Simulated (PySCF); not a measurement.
Nb(O)(OH)3 (H₃NbO₄), SMILES [O]=[Nb]([OH])([OH])[OH], multiplicity 1.

Geometry: PBE-D3(BJ)/def2-SVP. The multiplicity is an assumed one; other spin states were not compared. The def2 effective core potentials stand for the cores of Nb; spin–orbit coupling is left out. Other conformers were not sampled.

Method: PBE-D3(BJ)/def2-SVP in PySCF 2.14.0.

Frequencies are harmonic and unscaled.

Modes within 1.5 cm⁻¹ of each other (mostly degenerate sets) share a row, with their intensities summed.

```csv
mode,ν (cm⁻¹),IR (km/mol),moving atoms (share of kinetic energy)
1–2,184,7.5,"O 47 %, H 38 %, Nb 15 %"
3–5,193,3.6,"O 89 %, H 11 %"
6,305,0.0,"H 88 %, O 12 %"
7–8,320,425.3,"H 68 %, O 29 %"
9–10,487,199.6,"H 68 %, O 32 %"
11,496,205.7,"H 83 %, O 16 %"
12,688,24.0,"O 87 %, H 8 %"
13–14,722,272.6,"O 63 %, Nb 24 %, H 13 %"
15,986,136.8,"O 85 %, Nb 15 %"
16–17,3776,529.6,H 94 %
18,3781,21.2,H 94 %
```
